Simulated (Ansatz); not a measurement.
System: trifluorogermane, sum formula GeHF₃, net charge 0, singlet state. SMILES: [F][GeH]([F])[F]
Geometry: optimised at B3LYP-D3(BJ)/def2-TZVP (Ansatz, an electronic-structure program).

Computed values are from Ansatz. Valence correlation only, unless marked. Open shells are spin-unrestricted. No spin-orbit coupling. Frozen are the shells of the preceding noble gas and the d and f shells that filled before the atom's block. No relativistic terms. CBS(X,Y): correlation extrapolated as X^-3; Hartree-Fock from the larger set (for Q and 5 zeta extrapolated as (X+1)exp(-9√X)).

```yaml
atomisation energy De: 1807.0 kJ/mol at CCSD(T)/CBS(cc-pVQZ,cc-pV5Z)
vertical ionisation energy (to the doublet): 14.69 eV at CCSD(T)/CBS(aug-cc-pVTZ,aug-cc-pVQZ)
vertical_triplet_singlet_gap: 9.00 eV at CCSD(T)/CBS(aug-cc-pVTZ,aug-cc-pVQZ)
total_energy: -2375.6318 Eh at CCSD(T)/CBS(cc-pVQZ,cc-pV5Z)
dipole_moment: 2.54 D at CCSD(T)/aug-cc-pVDZ
T1 diagnostic: 0.012 at CCSD/cc-pV5Z
```
